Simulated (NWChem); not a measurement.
# GaH3S; SMILES [SH][GaH2]

```xyz
5

Ga     0.0115    -0.7242     0.0000
H      1.4129    -1.4097     0.0000
H     -1.3803    -1.4332     0.0000
S      0.0561     1.4788     0.0000
H     -1.2860     1.6333     0.0000
```
Atoms are numbered in this order, from 1.

Results from NWChem. Geometry: optimised at PBE0/def2-SVP.

Q: Predict the results for Hartree-Fock/def2-SVP. Quantities: highest occupied level (eV); orbital gap (eV); dipole (D).

A: 
| Quantity | Result |
|---|---|
| highest occupied level (eV) | -10.30 |
| orbital gap (eV) | 11.67 |
| dipole (D) | 1.47 |
